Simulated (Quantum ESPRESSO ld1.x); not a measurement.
Question: Zn20+, 10 electrons, occupied as [Ne]. Calculated with ld1.x of Quantum ESPRESSO 7.5: scalar-relativistic Kohn-Sham, PBEsol, spin-unpolarised, spherical densities, point nucleus. Some entries of the table are withheld. Estimate them.

| orbital | occ. | eigenvalue (eV) | r(max) (bohr) | <r> (bohr) |
|---|---|---|---|---|
| 1s | 2 | -10349.0 | 0.03292 | 0.05030 |
| 2s | 2 | -1943.30 | (1) | 0.2222 |
| 2p | 6 | -1797.54 | 0.1505 | 0.1939 |
| 3s | 0 | -754.996 | 0.5185 | (2) |
| 3p | 0 | -710.371 | (3) | 0.5350 |

Answer: 
(1) 2s r(max) (bohr): 0.1878
(2) 3s <r> (bohr): 0.5490
(3) 3p r(max) (bohr): 0.5018
